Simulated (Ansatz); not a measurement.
Consider the ligand exchange at the Si–O bond: `O[SiH](O)O[SiH2]F` + `N[SiH2]F` → `O[SiH](O)N[SiH2]F` + `O[SiH2]F`.

Program: Ansatz. Geometries: PBE0-D4/def2-TZVP. ΔE: electronic, gas phase. CCSD(T)/CBS adds triple-zeta CCSD(T) − MP2 to the extrapolated MP2 energy (def2 sets, frozen cores). Functionals use def2-TZVPP. Each species was taken in one conformer, which may not be the lowest.

```json
{"species": "`O[SiH](O)O[SiH2]F`", "ωB97M-V energy (Eh)": "-907.82886"}
{"species": "`N[SiH2]F`", "ωB97M-V energy (Eh)": "-446.59760"}
{"species": "`O[SiH](O)N[SiH2]F`", "ωB97M-V energy (Eh)": "-887.91062"}
{"species": "`O[SiH2]F`", "ωB97M-V energy (Eh)": "-466.49482"}
```

Question: Work out ΔE.

Answer: ΔE = (-887.91062) + (-466.49482) − (-907.82886) − (-446.59760) = 0.02102 Eh = +13.2 kcal/mol. CCSD(T)/CBS gives +13.7 kcal/mol.

Largest T1 diagnostic among the species: 0.012.

From PBE to PBE0 (25 % exact exchange), in def2-TZVPP and without D4, ΔE moves by +0.9 kcal/mol. In def2-TZVPP, CCSD(T) changes the Hartree–Fock value by −4.3 kcal/mol (the triples alone add −0.7 kcal/mol) and MP2 by −4.5 kcal/mol. The D4 term adds −1.0 kcal/mol with B3LYP and −0.5 kcal/mol with PBE0; it sums over pairs of atoms, weighted by their polarisabilities, and B3LYP, whose exchange is more repulsive, gets the larger term.

B3LYP here is the variant with VWN-RPA as its local correlation; programs differ in this.
